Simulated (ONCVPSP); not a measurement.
Pseudopotential generation for O (Z = 8): ONCV, LDA (Perdew-Wang 92), scalar-relativistic.

O (Z = 8), optimised norm-conserving Vanderbilt (ONCV), made with ONCVPSP 4.0.1 (LDA (Perdew-Wang 92), scalar-relativistic). Core [He], reference 2s2 2p3 (charge +1). Waves: 2s: rc 0.95 bohr, ncon 4, nbas 8, qcut 5.4 1/bohr, local; 2p: rc 2.70 bohr, ncon 3, nbas 7, qcut 6.6 1/bohr, 2 projectors, debl 1.5 Ha; d scattering state at 0.22 Ha: rc 1.60 bohr, ncon 4, nbas 8, qcut 5.8 1/bohr, 2 projectors, debl 1.3 Ha. Local part: the s channel. Core correction: none.

All-electron outer shells of the reference configuration (LDA (PZ), scalar-relativistic, ld1.x):

| shell | level (eV) | outermost node (bohr) | outermost maximum (bohr) |
| --- | --- | --- | --- |
| 1s | -529.73 | – | 0.13 |
| 2s | -39.40 | 0.28 | 0.86 |
| 2p | -24.59 | – | 0.78 |

Task: Estimate the cutoffs (Ha) at which the residual kinetic energy of the hardest occupied pseudo-wave falls to 1 and 0.1 mHa per electron.

Result: 164 Ha and 199 Ha.

Task: What does a ghost test show?

Result: No bound ghost flagged; no localised positive-energy state flagged.

Task: Which valence shell sets the plane-wave cutoff?

Result: 2s: 164 Ha for 1 mHa per electron, against 13 Ha for 2p.

Task: Tests: 2s2 2p4; 2s2 2p2; 2s2 2p1; 2s2 2p3.5. Which has the largest error in its energy relative to the reference configuration, and how large is it?

Result: 2s2 2p1, with +3837 meV (all-electron minus pseudo) on +87.68 eV.
